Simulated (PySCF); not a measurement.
From one molecule to another.

First species: C4H13N3Si.
Geometry (PBE0-D3(BJ)/def2-SVP, Å), atoms numbered from 1 in this order:
```xyz
21
C4H13N3Si angstrom
C     -1.0434    2.6321   -1.0202
N     -0.8562    1.7394   -0.1489
Si     0.1014    0.2875   -0.4525
N      1.6192    0.2595    0.3551
C      2.8556    0.8030   -0.1483
N     -0.8621   -1.0074    0.1541
C     -0.3562   -2.3556    0.1358
C     -2.2662   -0.8942    0.4528
H     -0.6602    2.5823   -2.0650
H     -1.6207    3.5469   -0.7827
H      0.4530    0.2515   -1.9162
H      1.6020    0.1113    1.3586
H      3.7214    0.1824    0.1398
H      2.8301    0.8230   -1.2493
H      3.0599    1.8371    0.1895
H     -0.8242   -2.9784   -0.6534
H     -0.5398   -2.8630    1.1024
H      0.7315   -2.3520   -0.0318
H     -2.9061   -1.3777   -0.3130
H     -2.5540    0.1638    0.5262
H     -2.5011   -1.3739    1.4222
```

Second species: C4H4F3N3O.
Bonds: C1–C2, C2–N3 (aromatic), N3–N4 (aromatic), N4–C5 (aromatic), C5–O6, O6–C7, C7–F8, C7–F9, C7–F10, C5–N11 (aromatic), C2–N11 (aromatic). Hydrogens: H12, H13, H14 on C1; H15 on N4.

Levels: CAM-B3LYP/def2-SVPD for dipole moment, HOMO energy, LUMO energy, HOMO–LUMO gap, static isotropic polarisability and electronic spatial extent ⟨r²⟩ about the centre of nuclear charge; TDDFT CAM-B3LYP/def2-SVPD for lowest singlet excitation; PBE0-D3(BJ)/def2-SVP for rotational constant A and rotational constant C. Geometries: PBE0-D3(BJ)/def2-SVP. All species are isolated and taken at one optimised geometry, non-relativistic unless stated. Electronic properties by PySCF.

Dipoles, sizes and rotational constants follow the conformer. The torsions of the flexible species, by atom-mapped SMILES:
- `[CH2:1]=[N:2][Si@@H:3]([NH:4][CH3:5])[N:6]([CH3:7])[CH3:8]`: C1–N2–Si3–N4 109°, N2–Si3–N4–C5 -88°, N2–Si3–N6–C7 -177°
- `[CH3:1][c:2]1[n:3][nH:4][c:5]([O:6][C:7]([F:8])([F:9])[F:10])[n:11]1`: N4–C5–O6–C7 -178°, C5–O6–C7–F8 179°

(1) Which has the higher dipole moment?

(2) Which of the two has the higher HOMO energy, and by how much?

(3) Which has the higher static isotropic polarisability?

(4) Which of the two has the higher S1 energy, and by how much?

(5) Which of the two has the higher rotational constant C, and by how much?

(6) Which has the higher ⟨r²⟩?

(7) Which of the two has the higher HOMO–LUMO gap, and by how much?

(8) Which has the higher LUMO energy?

Answers

(1) The second: 1.73 D against 0.72 D, a difference of 1.01 D.

(2) The first: -7.59 eV against -8.93 eV, a difference of 1.34 eV.

(3) The first: 100.0 au against 72.3 au, a difference of 27.7 au.

(4) The second: 6.85 eV against 4.05 eV, a difference of 2.80 eV.

(5) The first: 0.873 GHz against 0.593 GHz, a difference of 0.280 GHz.

(6) The second: 1806 bohr² against 1427 bohr², a difference of 379 bohr².

(7) The second: 9.98 eV against 8.06 eV, a difference of 1.92 eV.

(8) The second: 1.05 eV against 0.47 eV, a difference of 0.58 eV.

On the first: No computed singlet falls in the visible range (750 to 380 nm, 1.65 to 3.26 eV); S1 lies 0.79 eV above its blue end. The polarisability is 14.81 Å³ as a volume (1 au = 0.148185 Å³), or 1.39 au for each of the 72 electrons.

On the second: In wavenumbers S1 is 55200 cm⁻¹ (1 eV = 8065.54 cm⁻¹). The polarisability is 10.72 Å³ as a volume (1 au = 0.148185 Å³), or 0.86 au for each of the 84 electrons.
